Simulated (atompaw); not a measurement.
## Scattering properties, PAW (atompaw) potential for Co (Z = 27)

- Element: Co (Z = 27)
- Generator: atompaw 4.2.0.5
- Type: PAW
- Functional: PBEsol
- Relativity: scalar-relativistic
- Frozen core: [Ar]
- Valence charge: 9
- Reference configuration: 3d7 4s1.75 4p0 (charge +0.25)
- Partial waves: 4s (bound): rc 2.65 bohr; 4s channel at 3.6 Ry: rc 2.65 bohr; 4p (bound, empty): rc 2.60 bohr; 4p channel at 0.15 Ry: rc 2.65 bohr; 3d (bound): rc 1.85 bohr; 3d channel at 0.6 Ry: rc 1.85 bohr
- Local potential: troulliermartins scheme with l = 3 at 1 Ry, radius 2.30 bohr
- Core correction: smooth core density matched at 1.80 bohr
- Augmentation charge: sinc compensation charge, radius 2.65 bohr; PAW radius 2.65 bohr; waves and projectors: custom rrkj vanderbiltortho

The phase is arctan(r·u′/u) with u = r·R(r), unwrapped; energies in Ry, scanned from -3 to 5 Ry. A pole is an energy at which the radial function vanishes at the test radius. The pseudo phase is shifted by a multiple of π to meet the all-electron one at the reference energy, and phase errors are pseudo minus all-electron; the curves can meet again beyond the range given. Levels narrower than the energy grid can be missing from the lists of poles.

Question: For each channel, where are the poles, and over which energies does the pseudopotential scatter like the atom?

Answer:

```csv
channel,radius (bohr),reference energy (Ry),"poles, all-electron","poles, pseudo",unbroken range about the reference energy with phases within 0.05 rad,phase error 1 Ry above the reference energy (rad)
s,2.67,-0.53,0.99,"0.97, 4.73",below 4.1,-0.002
p,2.67,-0.20,1.96,"1.90, 3.54",below 2.6,-0.000
d,2.67,-0.76,"-0.66, 3.69","-0.66, 3.73",the whole range,+0.000
```

Phases in the p channel:

```
E (Ry)  all-electron  pseudo
 -3.00         1.332   1.331
 -2.76         1.319   1.318
 -2.52         1.304   1.303
 -2.28         1.287   1.286
 -2.04         1.266   1.265
 -1.80         1.240   1.239
 -1.56         1.207   1.206
 -1.32         1.163   1.163
 -1.08         1.103   1.103
 -0.84         1.015   1.014
 -0.60         0.874   0.874
 -0.36         0.627   0.627
 -0.12         0.179   0.179
  0.12        -0.436  -0.436
  0.36        -0.900  -0.900
  0.60        -1.157  -1.157
  0.84        -1.304  -1.304
  1.08        -1.397  -1.398
  1.32        -1.461  -1.463
  1.56        -1.510  -1.513
  1.80        -1.549  -1.555
  2.04        -1.581  -1.593
  2.28        -1.610  -1.631
  2.52        -1.637  -1.680
  2.76        -1.664  -1.772
  3.00        -1.691  -2.418
  3.24        -1.719  -4.550
  3.48        -1.752  -4.696
  3.72        -1.790  -4.750
  3.96        -1.837  -4.786
  4.20        -1.901  -4.815
  4.44        -1.991  -4.842
  4.68        -2.132  -4.869
  4.92        -2.378  -4.898
```
